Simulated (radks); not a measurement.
Q: Cs VIII, 48 electrons, occupied as [Kr] 4d10 5s2 (the NIST ground configuration). Method: Dirac Kohn-Sham, PBE, spin-unpolarised, spherical densities, finite nucleus; Fermi nuclear charge, rms radius 4.8041 fm; computed with a radial shooting solver on a logarithmic mesh with Libxc functionals. Some entries of the table are withheld. Estimate them.

orbital,occ.,eigenvalue (Ry),<r^2> (bohr^2),r(max) (bohr)
1s1/2,2,-2635.765,0.0009251,(1)
2s1/2,2,(2),0.01477,0.09502
2p1/2,2,-394.5686,0.01088,0.07270
2p3/2,4,-368.6727,0.01216,0.07767
3s1/2,2,-92.37220,0.1020,0.2727
3p1/2,2,-82.17848,0.09680,0.2592
3p3/2,4,-77.21306,0.1046,0.2701
3d3/2,4,-59.29889,(3),0.2185
3d5/2,6,-58.24443,(4),0.2217
4s1/2,2,-22.71515,(5),0.6422
4p1/2,2,-19.04605,0.5851,0.6557
4p3/2,4,-18.02422,0.6291,0.6797
4d3/2,4,-12.03243,0.7722,0.7131
4d5/2,6,-11.85951,0.7898,0.7211
5s1/2,2,(6),2.662,1.450

A: 
(1) 1s1/2 r(max) (bohr): 0.01678
(2) 2s1/2 eigenvalue (Ry): -418.9612
(3) 3d3/2 <r^2> (bohr^2): 0.08700
(4) 3d5/2 <r^2> (bohr^2): 0.08925
(5) 4s1/2 <r^2> (bohr^2): 0.5414
(6) 5s1/2 eigenvalue (Ry): -7.69162
